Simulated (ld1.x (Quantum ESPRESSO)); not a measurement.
Transferability test, TM semilocal potential for Cd

| Property | Result |
| --- | --- |
| Element | cadmium |
| Generator | ld1.x (Quantum ESPRESSO) 7.5 |
| Type | norm-conserving Troullier–Martins (semilocal form) |
| Functional | LDA (PZ) |
| Relativity | scalar-relativistic |
| Frozen core | [Kr] |
| Valence charge | 12 |
| Reference configuration | 4d10 5s2 5p0 |
| Partial waves | 5s (bound): rc 2.00 bohr; 4d (bound): rc 1.15 bohr; 5p (bound, empty): rc 2.80 bohr |
| Local potential | the p channel |
| Core correction | a·sin(br)/r model core inside 1.00 bohr |

Energies are relative to the spin-unpolarised reference configuration 4d10 5s2 5p0; without spin polarisation the order of configurations can differ from experiment. Spin-polarised rows fill each open shell by Hund’s rule, majority spin first.

```csv
valence configuration,charge,ΔE all-electron (eV),error AE − PS (meV)
4d10 5s1 5p0,+1,9.628,-6.8
4d10 5s0 5p0,+2,27.148,-40
4d9 5s0 5p0,+3,65.404,-60
4d10 5s0 5p1,+1,15.535,-11
4d9 5s2 5p0,+1,18.146,-67
4d10 5s0 5p2,0,9.913,-6.6
4d10 5s1.5 5p0,+0.5,3.876,-1.8
4d9 5s0 5p0 (spin-polarised),+3,65.228,-48
```

(1) What are ΔE and the potential's error for 4d10 5s1 5p0 (spin-polarised)?

Levels in the configuration 4d10 5s0 5p0:

```csv
level,all-electron (eV),pseudo (eV)
4d,-30.706,-30.641
```

Answers

(1) ΔE = 9.439 eV all-electron; the error (AE − PS) is -6.7 meV.
